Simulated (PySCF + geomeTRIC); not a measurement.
A geometry relaxed with B3LYP-D3(BJ)/def2-TZVP (PySCF + geomeTRIC), charge 0, multiplicity 1:

```xyz
5

F     -0.4954    -0.5567     1.0864
Cl     1.7217     0.1453     0.0256
F     -0.4044    -0.7627    -1.0632
C     -0.0409    -0.0027    -0.0341
F     -0.5994     1.1963    -0.1726
```

Write the SMILES of this molecule.

`FC(F)(F)Cl`
